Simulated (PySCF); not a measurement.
An unknown gives this computed stick spectrum. Computed with TDDFT PBE0/def2-SVPD, vertical, gas phase, core orbitals frozen in the response (PySCF 2.14.0, density-fitted response routines). Geometries: GFN2-xTB, one conformer each.

| state | λ (nm) | f |
| --- | --- | --- |
| S1 | 228.7 | 0.0031 |
| S2 | 212.0 | 0.0099 |
| S3 | 203.8 | 0.012 |
| S4 | 194.2 | 0.0006 |
| S5 | 188.8 | 0.031 |
| S6 | 184.3 | 0.017 |
| S7 | 179.9 | 0.0048 |
| S8 | 178.0 | 0.0060 |

Orbital energies (eV): HOMO-3 -9.15, HOMO-2 -8.57, HOMO-1 -7.27, HOMO -6.80, LUMO 0.01, LUMO+1 0.41, LUMO+2 0.62.

Question: Which structure fits?
A. `CS[C@H](C)C(C)=O`
B. `COC[SiH2]SC`
C. `CC#CC1C[SiH2]C1`
D. `O=S1CCCCC1`
E. `CSC1C[SiH2]C1`

Answer: B. Its S1 lies at 5.42 eV; the nearest of the others has S1 at 5.69 eV. S1 is HOMO→LUMO (91%). Löwdin shares by element: HOMO sulfur 70%, carbon 10% or more, silicon 9%; LUMO sulfur 29%, silicon 21%, carbon 8% or more, hydrogen 7% or more (atoms not listed hold the other 35%). At the same level the other candidates give, for their lowest levels:
- `O=S1CCCCC1`: 218 nm (f 0.008); 212 nm (f 0.040); 200 nm (f 0.013); 191 nm (f 0.063); 190 nm (f 0.000); T1 5.03 eV; HOMO -6.60, LUMO 0.36 eV
- `CS[C@H](C)C(C)=O`: 293 nm (f 0.016); 250 nm (f 0.010); 215 nm (f 0.013); 206 nm (f 0.011); 194 nm (f 0.003); T1 3.66 eV; HOMO -6.56, LUMO -0.73 eV
- `CC#CC1C[SiH2]C1`: 207 nm (f 0.000); 198 nm (f 0.086); 192 nm (f 0.007); 189 nm (f 0.047); 186 nm (f 0.002); T1 5.28 eV; HOMO -7.03, LUMO 0.14 eV
- `CSC1C[SiH2]C1`: 245 nm (f 0.006); 221 nm (f 0.029); 215 nm (f 0.009); 197 nm (f 0.028); 195 nm (f 0.009); T1 4.67 eV; HOMO -6.21, LUMO 0.05 eV

Shape of the structure used: `[CH3:1][O:2][CH2:3][SiH2:4][S:5][CH3:6]`: C1–O2–C3–Si4 -75°, O2–C3–Si4–S5 -173°, C3–Si4–S5–C6 179°.
Triplets come from the Tamm–Dancoff approximation.

Without π bonds the low states are Rydberg-like; a valence basis with one diffuse set may place them up to an eV too high.
